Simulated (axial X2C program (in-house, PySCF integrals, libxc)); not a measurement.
**Which molecule has these constants?**

Calculated with an axial X2C code built on PySCF integrals, spin-free (one-electron X2C) or two-component (2c: spin–orbit coupling with atomic mean-field Coulomb and Gaunt terms, which also bring small scalar terms), in Dyall basis sets with cores contracted in-house; open shells are unrestricted.

A two-component PBE0 calculation in a Dyall 3-zeta basis gave Re = 2.186 Å, ωe = 460.8 cm⁻¹, De = 1.11 eV, Ω = 2.

Task: Which molecule is it?
A. BS⁺
B. GaS⁺
C. AlS⁺

Result: C. The others have GaS⁺ 2.287 Å and 258.0 cm⁻¹ (Ω = 2); BS⁺ 1.706 Å and 982.3 cm⁻¹ (Ω = 2).

Each entry is the lowest single determinant of a limited PBE0 search at one distance. De goes to single-determinant-based atoms at the same level (for ions the charge split of lowest energy) and is withheld (n/a) where an atom does not fit its ground term or J level. Main or longest-lived isotopes. One determinant is a doubtful description, or other states lie close, for AlS⁺, GaS⁺, BS⁺; these need not be ground states, and all values refer to the states named. Some open-shell Ω = 0 determinants are out of reach, so the Ω given for AlS⁺, GaS⁺, BS⁺ need not be the lowest component. With several unpaired electrons the Ω given is that of one determinant, not necessarily of the lowest component. Some light 2c atoms are not at their ground J level, so De misses part of their lowering (0.04 eV or less). The functionals have no current term, which raises determinants with orbital currents. Where the atoms have a lower orbital projection than the molecule, De at mean-field level may be about a tenth of an eV too small.
